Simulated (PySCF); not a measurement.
cyclopentanone (C5H8O), SMILES O=C1CCCC1. Atoms are numbered in the order given.

```xyz
14

O      0.0000     0.0000    -2.1328
C      0.0000     0.0000    -0.9277
C      0.1241     1.2342    -0.0281
C     -0.2321     0.7359     1.3781
C      0.2321    -0.7359     1.3781
C     -0.1241    -1.2342    -0.0281
H     -0.4862     2.0640    -0.4133
H      1.1791     1.5605    -0.0798
H      0.2269     1.3292     2.1825
H     -1.3251     0.7792     1.5246
H      1.3251    -0.7792     1.5246
H     -0.2269    -1.3292     2.1825
H     -1.1791    -1.5605    -0.0798
H      0.4862    -2.0640    -0.4133
```
Charge 0, spin multiplicity 1.

Geometry: B3LYP-D3(BJ)/def2-SVP. One conformer was computed; it need not be the lowest.

These are KT2/pcSseg-1 in PySCF values and carry that method's errors.

GIAO shieldings, no solvent; atoms listed in one row are averaged. δ = σ(ref) − σ: ¹⁷O against H2O (σ = 330.4 ppm); ¹³C against TMS (σ = 185.1 ppm); ¹H against TMS (σ = 31.47 ppm), references at their B3LYP-D3(BJ)/def2-TZVP geometries, non-relativistic.

```csv
nucleus,atoms,count,δ (ppm)
¹⁷O,O1,1,611.2
¹³C,C2,1,209.2
¹³C,"C3, C6",2,41.4
¹³C,"C4, C5",2,29.4
¹H,"H7, H14",2,2.31
¹H,"H9, H12",2,2.29
¹H,"H8, H13",2,2.19
¹H,"H11, H10",2,1.93
```
